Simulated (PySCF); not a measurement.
C4H13FSi2, SMILES [Si](C)(C[SiH2]F)(C)C, GFN2-xTB optimised geometry.

```
20

Si    -1.96     0.89     0.31
F     -2.79    -0.10    -0.66
C     -0.12     0.62     0.00
Si     0.49    -1.21     0.00
C      2.40    -1.21     0.00
C     -0.15    -2.09     1.57
C     -0.16    -2.09    -1.56
H     -2.42     2.22    -0.06
H     -2.38     0.50     1.65
H      0.15     1.06    -0.96
H      0.45     1.17     0.75
H      2.79    -0.73     0.89
H      2.79    -2.22    -0.03
H      2.79    -0.67    -0.86
H      0.13    -1.55     2.47
H     -1.23    -2.18     1.55
H      0.26    -3.09     1.65
H     -1.24    -2.03    -1.62
H      0.26    -1.66    -2.46
H      0.11    -3.15    -1.55
```

Density from PBE0/def2-SVP in PySCF at that geometry.

Minimum of the electron density along straight lines between bonded atoms, close to the bond critical point (lines longer than 1.1 times the sum of covalent radii, or with two minima, are not listed):

| bond | length / Å | ρ at the minimum / e bohr⁻³ | ∇²ρ there / e bohr⁻⁵ | position (fraction from the first atom) |
|---|---|---|---|---|
| Si1–F2 | 1.615 | 0.117 | 1.07 | 0.42 |
| Si1–C3 | 1.889 | 0.114 | 0.31 | 0.38 |
| C3–Si4 | 1.920 | 0.104 | 0.30 | 0.62 |
| Si4–C5 | 1.910 | 0.109 | 0.31 | 0.38 |
| Si4–C6 | 1.907 | 0.110 | 0.32 | 0.38 |
| Si4–C7 | 1.905 | 0.111 | 0.32 | 0.38 |
| Si1–H8 | 1.459 | 0.121 | 0.32 | 0.49 |
| Si1–H9 | 1.457 | 0.121 | 0.33 | 0.49 |
| C3–H10 | 1.090 | 0.266 | -0.91 | 0.62 |
| C3–H11 | 1.089 | 0.266 | -0.91 | 0.62 |
| C5–H12 | 1.086 | 0.271 | -0.96 | 0.62 |
| C5–H13 | 1.085 | 0.272 | -0.97 | 0.62 |
| C5–H14 | 1.086 | 0.271 | -0.96 | 0.62 |
| C6–H15 | 1.086 | 0.271 | -0.96 | 0.62 |
| C6–H16 | 1.085 | 0.272 | -0.97 | 0.62 |
| C6–H17 | 1.086 | 0.271 | -0.97 | 0.62 |
| C7–H18 | 1.085 | 0.273 | -0.99 | 0.63 |
| C7–H19 | 1.086 | 0.271 | -0.96 | 0.62 |
| C7–H20 | 1.086 | 0.271 | -0.96 | 0.62 |
